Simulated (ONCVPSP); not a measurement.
## How hard is this lutetium (Lu) ONCV potential?

ONCVPSP 4.0.1 input, shortened (lines: element, Z, core and valence counts, functional; n l f; lmax; l rc ep ncon nbas qcut; lloc lpopt rc5 dvloc0; l nproj debl; icmod fcfact rcfact), Wu-Cohen, scalar-relativistic:

```
  Lu 71.00    9    6  -118130      upf
    1    0    2.00
    2    0    2.00
    2    1    6.00
    3    0    2.00
    3    1    6.00
    3    2   10.00
    4    0    2.00
    4    1    6.00
    4    2   10.00
    4    3   14.00
    5    0    2.00
    5    1    6.00
    5    2    1.00
    6    0    1.00
    6    1    1.00
    3
    0    1.80    0.00    3    8    6.00
    1    1.85    0.00    4    8    8.80
    2    2.85    0.00    5    9    6.50
    3    0.80    0.00    3    7   21.80
    4    4    0.60    1.00
    0    2    1.20
    1    2    2.70
    2    3    0.60
    3    3    2.80
    0    0.00    0.00
```

Question: For each optimised wave give the share of its norm inside rc, the residual kinetic energy above qcut (Ha) and the cutoffs (Ha) for errors of 10, 1, 0.1 and 0.01 mHa per electron.

Answer:

```csv
wave,norm inside rc,residual KE,10 mHa,1 mHa,0.1 mHa,0.01 mHa
5s,0.932,1.5e-05,9.3,13.1,15.9,22.9
6s,0.050,1.0e-05,4.2,12.0,15.4,18.0
5p,0.839,1.7e-08,12.9,20.8,25.8,29.8
6p,0.026,1.4e-09,4.6,12.9,21.3,26.7
5d,0.631,8.7e-10,7.3,10.2,12.7,14.8
d projector 2,0.246,3.7e-09,8.0,10.8,13.4,15.6
d projector 3,0.196,2.1e-08,8.3,11.2,13.8,16.1
4f,0.681,6.5e-06,171.9,195.8,214.2,230.8
f projector 2,0.087,1.9e-06,159.8,188.2,210.0,226.6
f projector 3,0.045,3.9e-06,161.7,190.9,213.5,231.2
```

The occupied waves need 196 Ha and 214 Ha for 1 and 0.1 mHa. Note: ghosts flagged at negative energy: s at -408.3 eV, p at -115.9 eV; GHOST(+) flagged for d at 323.8 eV. A true bound ghost makes a file unfit for plane-wave use.
